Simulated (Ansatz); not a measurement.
Mulliken charges of hydrogen selenide (`[SeH2]`) from r2SCAN/def2-TZVPP in Ansatz (PBE0-D4/def2-TZVP geometry).

```json
{"atom": "Se1", "x (Å)": "0.561", "y (Å)": "-0.275", "z (Å)": "0.280", "charge (e)": "-0.143"}
{"atom": "H2", "x (Å)": "0.045", "y (Å)": "1.092", "z (Å)": "0.144", "charge (e)": "0.072"}
{"atom": "H3", "x (Å)": "-0.606", "y (Å)": "-0.817", "z (Å)": "-0.424", "charge (e)": "0.072"}
```

**Question.** By hand: the dipole of these point charges (1 e Å = 4.8032 D).

**Answer.** Σ q r = (-0.121, 0.059, -0.060) e Å, of length 0.147 e Å = 0.71 D.

**Question.** How does the dipole of the full density compare? (Estimate.)

**Answer.** Ansatz gave: (-0.135, 0.066, -0.067) e Å, 0.79 D; the point charges give 0.90 times that, at 0° from its direction.

Point charges leave out the atoms' own dipoles, such as those of lone pairs, and Mulliken's split depends on the basis, so the close match here is no proof of good charges.
